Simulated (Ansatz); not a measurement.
Abridged output of a molecular run in Ansatz:

```
Functional definition: HF
1919 factors; integrals over basis functions are off by at most 1.1e-3 eV
mean field evaluation 1: about -32801.5122 eV, gradient 5.5e1 eV
mean field evaluation 2: about -32801.8221 eV, gradient 5.6e1 eV
mean field evaluation 4: about -32808.1139 eV, gradient 4.2e0 eV
mean field evaluation 8: about -32808.1919 eV, gradient 2.8e-1 eV
mean field -32808.19219173 eV, -1205.6788248547 hartree, gradient 3.2e-6 eV, S^2 0.000000; 0 other end points of the search recorded, 0 dependent functions left out
18 core orbitals not correlated: weight in the atoms' cores, before any rotation towards them, 1.000 or more for the frozen orbitals, at most 0.000 for the correlated occupied ones
reference -32808.19219173 eV, -1205.6788248547 hartree; 19, 19 occupied and 294, 294 virtual orbitals, 1919 factors
second order -29.20583967 eV of doubles, -0.00000000 eV of singles
cycle   1  -30.02376117 eV  change   -8.2e-1 eV  update   1.0e-1
cycle   2  -30.69325715 eV  change   -6.7e-1 eV  update   2.9e-2
cycle   3  -30.80845837 eV  change   -1.2e-1 eV  update   1.4e-2
cycle   4  -30.79492183 eV  change    1.4e-2 eV  update   3.1e-3
cycle   5  -30.79497166 eV  change   -5.0e-5 eV  update   1.5e-3
cycle   6  -30.79529607 eV  change   -3.2e-4 eV  update   4.1e-4
cycle   7  -30.79508696 eV  change    2.1e-4 eV  update   1.6e-4
cycle   8  -30.79507441 eV  change    1.3e-5 eV  update   4.9e-5
cycle   9  -30.79508384 eV  change   -9.4e-6 eV  update   1.6e-5
perturbative correction -1.20893800 eV, -0.0444276520 hartree
Total energy: -32840.19621357 eV, -1206.8549509643 hartree
```

Its atoms:

Z-matrix (Å, degrees):
```
Si
N 1 1.725
N 1 1.727 2 109.5
H 1 1.485 2 114.1 3 -116.3
H 1 1.490 2 104.7 3 123.9
Si 2 1.713 1 128.2 3 59.8
H 2 1.010 1 115.5 3 -126.4
H 3 1.009 1 119.4 2 67.7
H 3 1.009 1 117.8 2 -153.7
N 6 1.691 2 107.0 1 -26.5
Cl 6 2.073 2 113.8 1 92.8
H 6 1.480 2 108.3 1 -153.4
H 10 1.004 6 123.2 2 147.9
H 10 1.010 6 119.6 2 -12.7
```

Question: Which basis set was used?
A. def2-SVPD
B. def2-TZVPP
C. def2-QZVPP
D. cc-pV(D+d)Z

Answer: B. It gives 331 functions.

Question: Write the keys of the input that set method, charge and spin (a neutral closed shell needs none for the last two).

Answer: 
```yaml
correlation: {method: ccsd_t}
```
